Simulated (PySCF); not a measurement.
H5BrOSi2, SMILES [SiH3]O[SiH2]Br, PBE0/def2-SVP optimised geometry.

```
9

Si     1.82     0.28     0.00
O      0.15     0.28     0.00
Si    -1.25     1.13     0.00
Br    -1.07     2.92    -1.31
H      2.27    -1.13    -0.05
H      2.33     0.93     1.24
H      2.33     1.02    -1.19
H     -1.56     1.63     1.37
H     -2.33     0.28    -0.54
```

Density from PBE0/def2-TZVP (PySCF) at that geometry.

Minimum of the electron density along straight lines between bonded atoms, close to the bond critical point (lines longer than 1.1 times the sum of covalent radii, or with two minima, are not listed):

```
bond     length / Å  ρ at the minimum / e bohr⁻³  ∇²ρ there / e bohr⁻⁵  position (fraction from the first atom)
-------  ----------  ---------------------------  --------------------  ---------------------------------------
Si1–O2        1.666                        0.126                  0.78                                     0.41
O2–Si3        1.641                        0.135                  0.86                                     0.59
Si3–Br4       2.229                        0.088                  0.08                                     0.35
Si1–H5        1.489                        0.123                  0.14                                     0.49
Si1–H6        1.493                        0.122                  0.14                                     0.49
Si1–H7        1.491                        0.122                  0.14                                     0.49
Si3–H8        1.487                        0.125                  0.13                                     0.49
Si3–H9        1.484                        0.126                  0.14                                     0.49
```
